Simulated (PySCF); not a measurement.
WO2FCl, SMILES [O]=[W](=[O])([F])[Cl], multiplicity 1. Geometry optimised at PBE-D3(BJ)/def2-SVP. The spin state was assumed, not searched. The structure was generated by enumeration; whether it is a known compound was not checked. The def2 effective core potentials stand for the cores of W; spin–orbit coupling is left out.

All values below come from PBE-D3(BJ)/def2-SVP in PySCF.

Harmonic wavenumbers (cm⁻¹): 139, 172, 234, 236, 344, 416, 694, 978, 1008. Rotational constants (GHz): 3.668, 1.955, 1.826; symmetry number 1.

Work out the zero-point energy and the ideal-gas rigid-rotor harmonic-oscillator thermochemistry at 298.15 K and 1 atm.

ZPE = ½ Σ hcν = ½ × 4221 cm⁻¹ = 25.25 kJ/mol. H − E(el) = 43.40 kJ/mol. Entropy in J/(mol K): translation 178.58, rotation 115.47, vibration 48.19, total 342.24. G − E(el) = -58.64 kJ/mol. Cp = 83.46 J/(mol K). Modes under 150 cm⁻¹ make the vibrational entropy uncertain.
